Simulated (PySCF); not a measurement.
Input for PySCF:
```python
from pyscf import gto, scf, dft

mol = gto.Mole()
mol.atom = '''
    I     2.231551   -1.024411    0.445566
    Si   -0.000000    0.000000    0.000000
    I    -1.461591   -1.660099   -1.155676
    I    -1.052513    0.673284    2.160248
    I     0.282553    2.011226   -1.450138
'''
mol.basis = 'def2-svp'
mol.ecp = {'I': 'def2-svp'}
mol.charge = 1
mol.spin = 1
mol.verbose = 4
mol.build()

mf = dft.UKS(mol)
mf.xc = 'b3lyp'
mf = mf.density_fit(auxbasis='def2-universal-jkfit')
mf.kernel()
mf.analyze()
```

Question: What total energy does DF-B3LYP/def2-SVP run with PySCF give?

Answer: -1480.4066 Eh

Question: What is the computed nuclear repulsion energy (DF-B3LYP/def2-SVP)?

Answer: 783.8150 Eh

These values belong to the state on which the SCF converged, which isn't shown to be the lowest.

Question: Roughly what does it cost on one core?

Answer: around 40 core-seconds (rough).
